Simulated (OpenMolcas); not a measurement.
## Dy3+ in Cs2NaYBr6: curves along the breathing mode

Dy3+ with its 6 nearest bromide ions, on the Y site of Cs2NaYBr6 (a = 11.3047 Å, distance in the model lattice 2.765 Å). The rest of the host is ab initio model potentials to 7.6 Å, with orthogonalisation functions on the cations behind the ligands, and point charges beyond; the distance is set by hand and nothing relaxes. Ligand basis ANO-RCC-VDZP.

```yaml
Program: OpenMolcas 26.06
Method: CASSCF
Basis: ANO-RCC-VDZP [7s6p4d2f1g]
Scalar_Hamiltonian: DKH2, point nucleus
Active_space: 9 electrons in 7 orbitals (4f)
State_averaging: 2S+1 = 6 odd, 21 roots; 2S+1 = 4 odd, 121 roots kept (CI in the orbitals of an earlier block, 108 in the spin-orbit step); 2S+1 = 2 odd, 85 roots kept (CI in the orbitals of an earlier block, 41 in the spin-orbit step)
Spin-orbit_coupling: RASSI with atomic mean-field integrals over the reference wave functions
```

Spin-free energies (labels of O, the rotations of Oh) in cm-1 above the lowest fitted minimum, as all ligands move together:

```csv
R (Å),6T1,6T2,6E,6T1(2),6T1(3),6T2(2),6A2
2.617,7610,7820,7930,7980,15130,15280,15370
2.679,2600,2790,2880,2940,10110,10250,10330
2.74,310,470,560,600,7810,7930,8010
2.802,290,430,510,550,7790,7890,7960
2.864,2330,2450,2530,2570,9830,9920,9980
2.925,6160,6270,6340,6370,13650,13730,13790
2.987,11770,11870,11930,11960,19260,19330,19390
```

Cubic fits give the following; the wavenumber is harmonic, with the mass of all moving ligands, small differences in it between states hang on the degree of the fit, a number in brackets counts states of one label, and the table is a selection of at most 14 states with clean curves.

```csv
State,R0 (Å),Breathing mode (cm-1),Minimum (cm-1)
6T1,2.772,202,0
6T2,2.773,202,150
6E,2.773,202,230
6T1(2),2.773,202,280
6T1(3),2.772,202,7500
6T2(2),2.772,202,7610
6A2,2.773,202,7680
4E,2.772,202,24700
4T2,2.772,202,24710
4A2,2.772,202,24730
4T2(2),2.772,202,24780
4T1,2.772,202,24800
4A1,2.772,202,24860
4T1(2),2.772,202,25000
```

For an f ion spin-orbit coupling outweighs the ligand field, so these spin-free curves are not those of observable levels.

High states are left out of the spin-orbit mixing, which shifts the levels that they would mix with. Without dynamic correlation the ligand-field splitting of an f shell can come out too small, at times by half. A group larger than the point group allows holds several states that coincide in this model. No measured value stands beside these numbers.
